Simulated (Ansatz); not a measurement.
Input for Ansatz (a quantum-chemistry and plane-wave program): R-PBE/def2-TZVPPD on C2H7Br (a complex), monomers drawn apart or pushed together. Files ending in .json are basis or fitting sets from the Basis Set Exchange.

Ansatz 0.2 input:
```yaml
crystal:
  periodic: [false, false, false]
  atoms:
    - {symbol: C, position_ang: [0.05417364, 0.05640722, 0.16268498]}
    - {symbol: H, position_ang: [-0.12555833, -0.57143035, 1.03421359]}
    - {symbol: H, position_ang: [-0.57916204, 0.94176924, 0.21288607]}
    - {symbol: H, position_ang: [1.10137235, 0.35710060, 0.13704253]}
    - {symbol: H, position_ang: [-0.18084523, -0.50195570, -0.74246462]}
    - {symbol: C, position_ang: [0.57283860, 1.12964237, 4.91806618]}
    - {symbol: Br, position_ang: [-0.07991514, -0.66013856, 5.36736264]}
    - {symbol: H, position_ang: [0.60866085, 1.20184446, 3.83714377]}
    - {symbol: H, position_ang: [1.55988612, 1.23764792, 5.35365675]}
    - {symbol: H, position_ang: [-0.12278815, 1.84745441, 5.33821441]}
basis:
  gaussian:
    orbitals: def2-TZVPPD.json
hamiltonian:
  xc: {name: PBE}
scf: {lower_state_search: off}
```

Program output:

```
WARN ansatz: RAYON_NUM_THREADS=1 ignored (pool sized by the plan → 1); use --threads N
Functional definition: PBE
these checks for a lower state are left out or cut short: stability, starts, cluster_reference, orbital_swaps, neighbouring_geometries, increment
integrals: 0.14 GiB planned
1181 factors; their error is unknown
mean field: 1.06 GiB planned
mean field evaluation 1: about -72207.2116 eV, gradient 8.0e1 eV
mean field evaluation 2: about -72185.6195 eV, gradient 1.1e2 eV
mean field evaluation 4: about -72221.5425 eV, gradient 1.0e1 eV
mean field evaluation 8: about -72221.7977 eV, gradient 2.7e-1 eV
mean field evaluation 16: about -72221.7628 eV, gradient 1.5e-4 eV
mean field -72221.76276740 eV, -2654.1008280327 hartree, gradient 3.8e-6 eV, S^2 0.000000; 0 other end points of the search recorded, 0 dependent functions left out
reference -72221.76282978 eV, -2654.1008303252 hartree; 27, 27 occupied and 223, 223 virtual orbitals, 1181 factors
Total energy: -72221.76282978 eV, -2654.1008303252 hartree
Checks for a lower state left out: stability, starts, cluster_reference, orbital_swaps, neighbouring_geometries, increment
```

Self-consistency was reached.

Cost: around 4 core-seconds (rough).
